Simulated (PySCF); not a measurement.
Electron correlation in Fe⁺ (iron, charge +1)

[Ar] 3d6 4p1, one real determinant (an excited configuration). Calculation: PySCF 2.14, in def2-TZVPPD; no relativity, point nucleus. Frozen: [Ar]; 7 electrons correlated.

```tsv
level	correlation energy (mhartree)
CCSD	-137.32
(T)	-3.04
CCSD(T)	-140.36
```

Diagnostics: T1 = 0.011, D1 = 0.0296, largest double amplitude 0.056.

The real determinant used has ⟨L²⟩ near 8 against 12 for a pure F term, so it mixes terms.

Cost of the coupled-cluster step: of the order of 7 core-seconds, for 7 correlated electrons.

Iterations:

```
CC2 = 0
CCSD nocc = (np.int64(6), np.int64(1)), nmo = (58, 58)
frozen orbitals [[0, 1, 2, 3, 4, 5, 6, 7, 8], [0, 1, 2, 3, 4, 5, 6, 7, 8]]
max_cycle = 100
direct = 0
conv_tol = 1e-08
conv_tol_normt = 1e-06
diis_space = 8
diis_start_cycle = 0
Init t2, MP2 energy = -0.132699113606441
Init E_corr(UCCSD) = -0.13269911360676
cycle = 1  E_corr(UCCSD) = -0.134995729651677  dE = -0.00229661604  norm(t1,t2) = 0.0301084
cycle = 2  E_corr(UCCSD) = -0.136200741920184  dE = -0.00120501227  norm(t1,t2) = 0.01267
cycle = 3  E_corr(UCCSD) = -0.13674799641203  dE = -0.000547254492  norm(t1,t2) = 0.00807821
cycle = 4  E_corr(UCCSD) = -0.136948682696508  dE = -0.000200686284  norm(t1,t2) = 0.00497571
cycle = 5  E_corr(UCCSD) = -0.137074150497483  dE = -0.000125467801  norm(t1,t2) = 0.0042362
cycle = 6  E_corr(UCCSD) = -0.13724326515615  dE = -0.000169114659  norm(t1,t2) = 0.00284734
cycle = 7  E_corr(UCCSD) = -0.13730895225723  dE = -6.56871011e-05  norm(t1,t2) = 0.00151253
cycle = 8  E_corr(UCCSD) = -0.137309268130312  dE = -3.15873081e-07  norm(t1,t2) = 0.000635158
cycle = 9  E_corr(UCCSD) = -0.137313011851695  dE = -3.74372138e-06  norm(t1,t2) = 0.00019507
cycle = 10  E_corr(UCCSD) = -0.137315186646085  dE = -2.17479439e-06  norm(t1,t2) = 0.000113969
cycle = 11  E_corr(UCCSD) = -0.137315454758557  dE = -2.68112473e-07  norm(t1,t2) = 5.05044e-05
cycle = 12  E_corr(UCCSD) = -0.137315125523804  dE = 3.29234753e-07  norm(t1,t2) = 1.91515e-05
cycle = 13  E_corr(UCCSD) = -0.137315125478373  dE = 4.54306037e-11  norm(t1,t2) = 6.18394e-06
cycle = 14  E_corr(UCCSD) = -0.137315147081596  dE = -2.16032223e-08  norm(t1,t2) = 1.91792e-06
cycle = 15  E_corr(UCCSD) = -0.137315160703128  dE = -1.36215328e-08  norm(t1,t2) = 8.47142e-07
cycle = 16  E_corr(UCCSD) = -0.137315163746269  dE = -3.04314055e-09  norm(t1,t2) = 4.94089e-07
UCCSD converged
E(UCCSD) = -1262.170927463178  E_corr = -0.137315163746269
UCCSD(T) correction = -0.00303516661308984
```

The reference is one real determinant that mixes LS terms of this configuration.
